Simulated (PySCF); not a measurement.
CdC⁻ from Hartree–Fock to correlated methods

State: ⁴Σ⁻ (quartet), unpaired electrons σ ↑, π ↑↑. Set-up: Cd def2-SVPD with ECP28, C def2-SVPD; scalar-relativistic core potentials (PySCF 2.14). De refers to Cd + C⁻ in their high-spin ground configurations, without counterpoise correction. The functionals are run spin-unrestricted. A positive dipole points towards C; it is taken about the centre of mass and depends on that origin.

| Level | Re (Å) | ωe (cm⁻¹) | De (eV) | μ (D) | CPU s a point (SCF and correlation, without the integrals) |
| --- | --- | --- | --- | --- | --- |
| UHF | 2.463 | 280 | n/a | -3.33 | 0.23 |
| UHF-MP2 | 2.362 | 310 | n/a | n/a | 0.47 |
| UHF-SCS-MP2 | 2.384 | 300 | n/a | n/a | n/a |
| PBE | 2.280 | 331 | n/a | -3.12 | 0.96 |
| r²SCAN | 2.285 | 335 | n/a | -3.05 | 1.3 |
| M06-L | 2.344 | 310 | n/a | -3.12 | 1.4 |
| B3LYP | 2.334 | 306 | n/a | -3.42 | 1.1 |
| PBE0 | 2.302 | 325 | n/a | -3.19 | 1.5 |
| MN15 | 2.299 | 332 | n/a | -2.94 | 1.5 |
| LC-ωPBE | 2.291 | 334 | n/a | -2.98 | 1.1 |

Task: What does a quarter of exact exchange do here, going from PBE to PBE0?

Result: PBE0 less PBE: +2.2 pm in Re, -1.8 % in ωe. Exact exchange removes part of the self-interaction that spreads semilocal densities, and in most molecules shortens and stiffens the bond and lowers De; here Re and ωe go the other way.

Task: What does the step from GGA to meta-GGA do here, going from PBE to r²SCAN?

Result: r²SCAN less PBE: +0.5 pm in Re, +1.2 % in ωe. 

Correlated steps freeze 1 core orbital. Spin–orbit coupling is left out. The highest Kohn–Sham level is positive in this anion. Much of that is self-interaction error, but it also means that the finite basis helps to hold the extra electron. The state was picked by a PBE0 search and need not be the measured ground state.

The whole job (state search and all levels along the bond) took about 3.8 min on 1 thread of Arm Neoverse N1 (shared host), peak memory 0.75 GiB.
